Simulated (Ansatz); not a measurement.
The cluster Sr₃⁻. The state is a quartet with charge -1. Geometry r2SCAN/def2-TZVPD; atoms count from 1.

```xyz
3

Sr    0.046   -1.058   -1.893
Sr    1.506    1.803    0.283
Sr   -1.552   -0.745    1.610
```

In the def2 sets Sr takes a core potential; there is no spin–orbit coupling. The highest occupied level of the charge -1 quartet lies above zero (up to 0.10 eV). It is a level of α spin, whose loss leaves a triplet; that state wasn't run at this geometry and level. The electron is either unbound and held by the finite basis, or the level is raised by self-interaction error. At PBE0/def2-TZVPD a doublet of charge -1 lies 0.74 eV below the quartet, each at its own geometry. The structure comes from a short search, and lower isomers may exist.

Question: Estimate the Mulliken populations from the PBE0/def2-TZVPD orbitals of Ansatz.

Answer: 
```tsv
atom	charge (e)	spin (α − β)
Sr1	-0.33	1.29
Sr2	-0.32	0.48
Sr3	-0.35	1.23
```
Mulliken values and Mayer orders depend strongly on the basis. With diffuse functions, as here, like atoms can get unlike values, and bond orders can come out too low or too high.

Question: Where does the spin sit?

Answer: Summed by element: Sr 3.00, of 3 unpaired in all. Largest on single atoms: Sr1 1.29, Sr3 1.23, Sr2 0.48.

Question: And the Mayer bond orders between bonded heavy atoms (over 0.3)?

Answer: Sr1–Sr2 1.20 (3.88 Å); Sr1–Sr3 1.05 (3.86 Å); Sr2–Sr3 0.89 (4.20 Å).
